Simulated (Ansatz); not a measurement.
`O[SiH](O)C[SiH](O)F` at its PBE0-D4/def2-TZVP geometry, where that method's forces vanish. Charge 0, multiplicity 1.

```tsv
atom	x (Å)	y (Å)	z (Å)
O1	-1.944	-0.923	0.328
Si2	-0.676	-0.218	1.093
O3	0.624	-1.236	1.254
C4	-0.065	1.140	0.010
Si5	0.712	0.594	-1.596
O6	1.610	-0.747	-1.389
F7	1.667	1.772	-2.100
H8	-2.560	-1.454	0.831
H9	-1.102	0.191	2.459
H10	0.614	-1.904	1.940
H11	-0.882	1.836	-0.206
H12	0.701	1.697	0.563
H13	-0.274	0.395	-2.677
H14	1.574	-1.142	-0.509
```

For each bond, give half the difference of the two atoms' forces along it (eV/Å; positive pushes the atoms apart) under PBE-D4, r2SCAN-D4, B3LYP-D4, ωB97M-V in def2-TZVPP. (Estimate.)

Ansatz gave: 
```csv
bond,length (Å),PBE-D4,r2SCAN-D4,B3LYP-D4,ωB97M-V
O1–Si2,1.640,0.26,0.05,0.13,0.12
O1–H8,0.957,0.32,0.02,-0.02,-0.05
Si2–O3,1.658,0.25,0.04,0.12,0.11
Si2–C4,1.842,-0.05,-0.02,0.05,-0.02
Si2–H9,1.488,-0.05,-0.04,-0.18,-0.18
O3–H10,0.957,0.32,0.02,-0.02,-0.06
C4–Si5,1.865,-0.11,-0.02,0.07,-0.02
C4–H11,1.094,0.09,-0.01,-0.07,-0.04
C4–H12,1.097,0.11,0.01,-0.07,-0.04
Si5–O6,1.627,0.28,0.06,0.13,0.13
Si5–F7,1.599,0.48,0.05,0.14,0.15
Si5–H13,1.478,-0.03,-0.04,-0.17,-0.20
O6–H14,0.966,0.34,-0.01,-0.05,-0.10
```

B3LYP here is the variant with VWN-RPA as its local correlation; programs differ in this.
